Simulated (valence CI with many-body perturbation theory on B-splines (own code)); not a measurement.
# W41+: electric-dipole lines

Level of theory: valence CI with perturbative core correlation (CI+MBPT): five valence electrons over a frozen Dirac-Fock core [Ar] 3d10, a basis of 9 s, 9 p, 8 d, 6 f, 3 g, 1 h functions for each j, with the one-electron correlation potential Σ1, the two-electron term Σ2, the three-electron term Σ3, Breit, model QED; selected CI, second order for the rest (own B-spline code, finite nucleus).

No measured spectrum was set against this ion. As an estimate, large intervals hold to a few tenths of a per cent, small ones and those within an open d or f shell to about a per cent. Among the levels kept, up to 270 cm⁻¹ of a level comes from second order outside the variational space, and about a tenth of that is noise between levels of different J, which matters for small intervals.

Lines 51 to 100 of 201 in falling wavelength, among levels below 27.680 Ry, chosen from the strongest by gf and those to the six lowest levels. Wavelengths and rates use the calculated energies. Electric multipoles are in the length gauge, E1 and E2 with the static RPA response of the core. Weak lines are less certain than strong ones. Lines between different terms over intervals too small for the method are left out, as are lines whose strength nearly cancels. Where a level lies close to another of its J and parity, the split of strength between their lines is uncertain. The highest levels of a list are the least certain.

Levels are named by their leading jj configuration (3d3/2^4 stands for four electrons in 3d with j = 3/2), which in mixed levels can hold well under half, so a name can repeat and another be missing. Letters in brackets count levels of one name in rising energy.

| λ vac (nm) | Upper | Lower | A (s⁻¹) | S (a.u.) with core polarisation | S without |
| --- | --- | --- | --- | --- | --- |
| 12.15 | (4s 4p1/2^2 4p3/2^2) J=5/2 | (4s^2 4p1/2 4p3/2^2) J=3/2 | 1.06e+10 | 5.61e-02 | 5.97e-02 |
| 12.14 | (4s 4p1/2^2 4p3/2 4d3/2) J=5/2 [b] | (4s^2 4p1/2 4p3/2 4d3/2) J=3/2 [b] | 1.43e+09 | 7.58e-03 | 8.07e-03 |
| 12.06 | (4s 4p1/2^2 4p3/2 4d5/2) J=3/2 | (4s^2 4p1/2 4p3/2 4d5/2) J=5/2 [a] | 2.21e+10 | 7.65e-02 | 8.14e-02 |
| 12.06 | (4s 4p1/2^2 4p3/2^2) J=3/2 | (4s^2 4p1/2 4p3/2^2) J=1/2 | 1.77e+06 | 6.14e-06 | 6.69e-06 |
| 12.05 | (4s 4p1/2^2 4p3/2 4d5/2) J=5/2 | (4s^2 4p1/2 4p3/2 4d3/2) J=3/2 [b] | 7.10e+08 | 3.68e-03 | 3.92e-03 |
| 12.04 | (4s 4p1/2^2 4p3/2 4d5/2) J=5/2 | (4s^2 4p1/2 4p3/2 4d5/2) J=3/2 [a] | 1.14e+10 | 5.91e-02 | 6.29e-02 |
| 12.00 | (4s 4p1/2 4p3/2^3) J=5/2 | (4s^2 4p3/2^3) J=3/2 | 1.37e+10 | 7.02e-02 | 7.47e-02 |
| 12.00 | (4s 4p1/2^2 4p3/2 4d3/2) J=5/2 [b] | (4s^2 4p1/2 4p3/2 4d3/2) J=5/2 [b] | 5.19e+09 | 2.65e-02 | 2.82e-02 |
| 11.93 | (4s^2 4p1/2^2 4f5/2) J=5/2 | (4s^2 4p1/2 4p3/2 4d3/2) J=3/2 [a] | 1.02e+09 | 5.11e-03 | 5.43e-03 |
| 11.90 | (4s^2 4p1/2^2 4f5/2) J=5/2 | (4s^2 4p1/2 4p3/2 4d3/2) J=5/2 [a] | 1.04e+09 | 5.17e-03 | 5.49e-03 |
| 11.76 | (4s 4p1/2^2 4p3/2 4d5/2) J=7/2 | (4s^2 4p1/2 4p3/2 4d5/2) J=9/2 | 1.38e+10 | 8.83e-02 | 9.38e-02 |
| 11.64 | (4s 4p1/2^2 4p3/2 4d5/2) J=3/2 | (4s^2 4p1/2 4p3/2 4d5/2) J=3/2 [a] | 7.79e+09 | 2.42e-02 | 2.58e-02 |
| 11.46 | (4s 4p1/2^2 4p3/2 4d3/2) J=3/2 [b] | (4s^2 4p1/2 4p3/2 4d3/2) J=1/2 [a] | 3.57e+09 | 1.06e-02 | 1.13e-02 |
| 11.43 | (4s 4p1/2^2 4p3/2 4d3/2) J=3/2 [b] | (4s^2 4p1/2 4p3/2 4d3/2) J=3/2 [a] | 1.80e+09 | 5.29e-03 | 5.63e-03 |
| 11.40 | (4s 4p1/2^2 4p3/2 4d3/2) J=3/2 [b] | (4s^2 4p1/2 4p3/2 4d3/2) J=5/2 [a] | 1.57e+10 | 4.60e-02 | 4.89e-02 |
| 11.31 | (4s 4p1/2^2 4p3/2^2) J=3/2 | (4s^2 4p1/2 4p3/2^2) J=5/2 | 3.16e+10 | 9.01e-02 | 9.57e-02 |
| 11.17 | (4s^2 4p1/2^2 4f7/2) J=7/2 | (4s^2 4p1/2 4p3/2 4d3/2) J=7/2 | 6.36e+08 | 3.50e-03 | 3.72e-03 |
| 11.12 | (4s 4p1/2^2 4p3/2 4d5/2) J=7/2 | (4s^2 4p1/2 4p3/2 4d5/2) J=7/2 [a] | 6.92e+09 | 3.75e-02 | 3.99e-02 |
| 10.97 | (4s 4p1/2^2 4p3/2^2) J=1/2 | (4s^2 4p1/2 4p3/2^2) J=3/2 | 9.60e+06 | 1.25e-05 | 1.29e-05 |
| 10.96 | (4s 4p1/2 4p3/2^3) J=3/2 [b] | (4s^2 4p3/2^3) J=3/2 | 2.07e+10 | 5.38e-02 | 5.72e-02 |
| 10.94 | (4s 4p1/2 4p3/2^3) J=1/2 | (4s^2 4p3/2^3) J=3/2 | 2.10e+10 | 2.72e-02 | 2.89e-02 |
| 10.77 | (4s 4p1/2^2 4p3/2^2) J=3/2 | (4s^2 4p1/2 4p3/2^2) J=3/2 | 1.11e+10 | 2.75e-02 | 2.92e-02 |
| 10.63 | (4s 4p1/2^2 4p3/2 4d3/2) J=1/2 [b] | (4s^2 4p1/2 4p3/2 4d3/2) J=1/2 [a] | 4.44e+09 | 5.26e-03 | 5.59e-03 |
| 10.60 | (4s 4p1/2^2 4p3/2 4d3/2) J=1/2 [b] | (4s^2 4p1/2 4p3/2 4d3/2) J=3/2 [a] | 2.25e+10 | 2.64e-02 | 2.81e-02 |
| 10.53 | (4s 4p1/2^2 4p3/2 4d3/2) J=5/2 [b] | (4s^2 4p1/2 4p3/2 4d3/2) J=7/2 | 2.20e+10 | 7.59e-02 | 8.06e-02 |
| 10.45 | (4s 4p1/2^2 4p3/2 4d5/2) J=5/2 | (4s^2 4p1/2 4p3/2 4d3/2) J=7/2 | 1.65e+09 | 5.59e-03 | 5.94e-03 |
| 10.08 | (4s 4p1/2^2 4p3/2 4d3/2) J=5/2 [b] | (4s^2 4p1/2 4p3/2 4d3/2) J=3/2 [a] | 2.28e+09 | 6.93e-03 | 7.34e-03 |
| 9.822 | (4s 4p1/2^2 4p3/2 4d5/2) J=7/2 | (4s^2 4p1/2 4p3/2 4d3/2) J=7/2 | 1.31e+09 | 4.89e-03 | 5.20e-03 |
| 9.713 | (4s 4p1/2^2 4p3/2 4d5/2) J=3/2 | (4s^2 4p1/2 4p3/2 4d3/2) J=5/2 [a] | 1.97e+09 | 3.56e-03 | 3.77e-03 |
| 9.262 | (4s 4p1/2^2 4p3/2 4d3/2) J=5/2 [a] | (4s 4p1/2^2 4p3/2^2) J=3/2 | 3.86e+09 | 9.08e-03 | 9.66e-03 |
| 9.192 | (4s 4p1/2^2 4p3/2 4d3/2) J=3/2 [a] | (4s 4p1/2^2 4p3/2^2) J=3/2 | 4.47e+09 | 6.86e-03 | 7.26e-03 |
| 9.188 | (4s 4p1/2^2 4p3/2 4d3/2) J=1/2 [a] | (4s 4p1/2^2 4p3/2^2) J=3/2 | 7.68e+09 | 5.88e-03 | 6.20e-03 |
| 9.052 | (4s 4p1/2^2 4p3/2 4d3/2) J=3/2 [a] | (4s 4p1/2^2 4p3/2^2) J=1/2 | 4.49e+09 | 6.58e-03 | 6.95e-03 |
| 9.048 | (4s 4p1/2^2 4p3/2 4d3/2) J=1/2 [a] | (4s 4p1/2^2 4p3/2^2) J=1/2 | 3.74e+09 | 2.73e-03 | 2.89e-03 |
| 8.776 | (4s^2 4p1/2 4p3/2 4d3/2) J=3/2 [a] | (4s^2 4p1/2 4p3/2^2) J=1/2 | 1.93e+09 | 2.58e-03 | 2.71e-03 |
| 8.756 | (4s^2 4p1/2 4p3/2 4d3/2) J=1/2 [a] | (4s^2 4p1/2 4p3/2^2) J=1/2 | 1.57e+09 | 1.04e-03 | 1.10e-03 |
| 8.707 | (4s^2 4p1/2^2 4f5/2) J=5/2 | (4s 4p1/2^2 4p3/2^2) J=3/2 | 2.78e+09 | 5.44e-03 | 5.75e-03 |
| 8.436 | (4s 4p1/2^2 4p3/2 4d3/2) J=3/2 [b] | (4s 4p1/2^2 4p3/2^2) J=3/2 | 9.03e+09 | 1.07e-02 | 1.14e-02 |
| 8.436 | (4s 4p1/2^2 4p3/2 4d3/2) J=5/2 [a] | (4s 4p1/2^2 4p3/2^2) J=5/2 | 1.24e+10 | 2.21e-02 | 2.33e-02 |
| 8.383 | (4s^2 4p1/2 4p3/2 4d3/2) J=5/2 [a] | (4s^2 4p1/2 4p3/2^2) J=5/2 | 6.53e+09 | 1.14e-02 | 1.20e-02 |
| 8.378 | (4s 4p1/2^2 4p3/2 4d3/2) J=3/2 [a] | (4s 4p1/2^2 4p3/2^2) J=5/2 | 1.71e+10 | 1.99e-02 | 2.10e-02 |
| 8.369 | (4s^2 4p1/2 4p3/2 4d3/2) J=3/2 [a] | (4s^2 4p1/2 4p3/2^2) J=5/2 | 6.36e+09 | 7.37e-03 | 7.77e-03 |
| 8.259 | (4s 4p1/2^2 4p3/2 4d3/2) J=7/2 | (4s 4p1/2^2 4p3/2^2) J=5/2 | 9.56e+08 | 2.13e-03 | 2.31e-03 |
| 8.085 | (4s^2 4p1/2 4p3/2 4d3/2) J=5/2 [a] | (4s^2 4p1/2 4p3/2^2) J=3/2 | 1.27e+08 | 1.99e-04 | 2.08e-04 |
| 8.084 | (4s^2 4p1/2 4p3/2 4d3/2) J=7/2 | (4s^2 4p1/2 4p3/2^2) J=5/2 | 3.00e+08 | 6.27e-04 | 6.66e-04 |
| 8.071 | (4s^2 4p1/2 4p3/2 4d3/2) J=3/2 [a] | (4s^2 4p1/2 4p3/2^2) J=3/2 | 3.75e+09 | 3.90e-03 | 4.10e-03 |
| 8.060 | (4s^2 4p1/2^2 4d3/2) J=3/2 | (4s^2 4p1/2^2 4p3/2) J=3/2 | 1.17e+10 | 1.21e-02 | 1.28e-02 |
| 8.054 | (4s^2 4p1/2 4p3/2 4d3/2) J=1/2 [a] | (4s^2 4p1/2 4p3/2^2) J=3/2 | 4.27e+09 | 2.20e-03 | 2.32e-03 |
| 7.974 | (4s 4p1/2^2 4p3/2 4d3/2) J=1/2 [b] | (4s 4p1/2^2 4p3/2^2) J=3/2 | 8.89e+09 | 4.45e-03 | 4.70e-03 |
| 7.868 | (4s 4p1/2^2 4p3/2 4d3/2) J=1/2 [b] | (4s 4p1/2^2 4p3/2^2) J=1/2 | 1.29e+10 | 6.19e-03 | 6.52e-03 |
